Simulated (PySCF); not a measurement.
Does the structure fit the spectrum?

A compound C$_{6}$H$_{8}$N$_{2}$O gives the data below (simulated from a calculation) and was assigned the structure `Cc1n[nH]c(C=O)c1C`.

¹³C{¹H} NMR (computed): δ 179.9 (C), 138.2 (CH), 108.8 (C), 87.7 (C), 36.1 (CH2), 27.0 (CH3).

¹H NMR (400 MHz, computed): δ 7.60 (s, 1H), 3.79 (s, 2H), 2.10 (s, 3H), 0.96 (br s, 2H).

PySCF 2.14 calculation with coordinates at the GFN2-xTB level and shieldings: GIAO PBE0/pcSseg-1; non-relativistic, gas phase, one conformer, one averaged value for each set of equivalent atoms.

Chemical shifts δ = σref − σ; TMS for ¹H (σ = 31.72 ppm) and ¹³C (σ = 186.93 ppm), all at this level.

Task: Compare with the shifts computed for the proposed structure, pairing carbons in order of shift.

Result: Numbering as in the mapped SMILES `[CH3:1][c:2]1[n:3][nH:4][c:5]([CH:6]=[O:7])[c:8]1[CH3:9]`; H(Xn) means a hydrogen on atom n.

```csv
atom,computed for proposal,given list,difference
C6,182.2,179.9,+2.3
C2,151.9,138.2,+13.7
C5,143.0,108.8,+34.2
C8,127.3,87.7,+39.6
C1,14.1,36.1,-22.0
C9,9.0,27.0,-18.0
```

The rms difference is 25.0 ppm and the largest +39.6 ppm at C8 (substituted aromatic carbon). The carbon types in order of shift don't match either: CH, C, C, C, CH3, CH3 for the proposal against C, CH, C, C, CH2, CH3 in the data. The proposal doesn't fit.

Task: Which isomer fits?

Result: SMILES CC(=O)/N=C/C#CCN.

- Carbon types of the structure: 3 × C, 1 × CH, 1 × CH2, 1 × CH3, leaving 2 H on heteroatoms.
- δC 179.9: amide carbonyl carbon; it is a carbonyl in resonance with an O or N lone pair, the region of acids, esters and amides.
- δC 138.2: C=N carbon.
- δC 108.8, 87.7: alkyne carbon.
- δH 3.79: hydrogen on a propargylic sp3 CH2 bonded to N; its carbon carries N, hence the downfield position.

Other isomers checked: CCOc1cnccn1 (rms 29.1 ppm); CNc1ccc[n+]([O-])c1 (rms 36.3 ppm).

This is the structure that produced the data.

The OH or NH signal is concentration- and solvent-dependent in practice; the value given is the gas-phase one. Shifts are as computed. Against solution values, carbons near 30 ppm lie about +3 ppm off and those near 130 ppm about +5 ppm. Of 1211 compounds with measured shifts, 218 miss one by over three times the rms of a fit or turn the order of signals round; such compounds aren't used in these exercises. No couplings were computed; multiplicities are counted from neighbouring protons, with m where these are inequivalent, close in shift, in a saturated or five-membered ring or joined by F or P, and br s for small geminal =CH2 splittings.
